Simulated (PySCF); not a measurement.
# Ionisation energy of Ce⁵⁰⁺ by level of theory

Ce⁵⁰⁺ [He] 2s2 2p4 (3P) → Ce⁵¹⁺ [He] 2s2 2p3 (4S), as a difference of total energies. Computed with PySCF 2.14 in an even-tempered Gaussian basis (19 s from 25 bohr⁻², ratio 2.2; 12 p from 32 bohr⁻², ratio 2.2; 6 d from 130 bohr⁻², ratio 2.4; 5 f from 200 bohr⁻², ratio 2.4; 4 g from 290 bohr⁻², ratio 2.4), with the spin-free X2C one-electron Hamiltonian (Gaussian nucleus). Correlated levels: nothing frozen; virtual orbitals above 40 to 60 times the deepest correlated orbital energy dropped. The calculations carry no spin-orbit coupling.

```json
{"method": "UHF", "ionisation energy (eV)": "9667.9"}
{"method": "LDA", "ionisation energy (eV)": "9662.4"}
{"method": "PBE", "ionisation energy (eV)": "9670.8"}
{"method": "PBE0", "ionisation energy (eV)": "9670.5"}
{"method": "r2SCAN", "ionisation energy (eV)": "9672.7"}
{"method": "r2SCAN0", "ionisation energy (eV)": "9672.0"}
{"method": "MN15", "ionisation energy (eV)": "9667.6"}
{"method": "MP2 (all electrons)", "ionisation energy (eV)": "9669.6"}
{"method": "SCS-MP2 (all electrons)", "ionisation energy (eV)": "9669.7"}
```

Spin-orbit coupling is strong in these open shells (close to jj coupling). The scalar numbers leave it out and a first-order estimate fails, so it can dominate the gap to the real levels.

For this ion Breit and QED terms and the two-electron picture change, all absent here, outweigh the differences among the correlated methods.

For comparison: 9545 ± 4 eV (theoretical estimate listed by NIST; NIST Atomic Spectra Database, ionization energies).
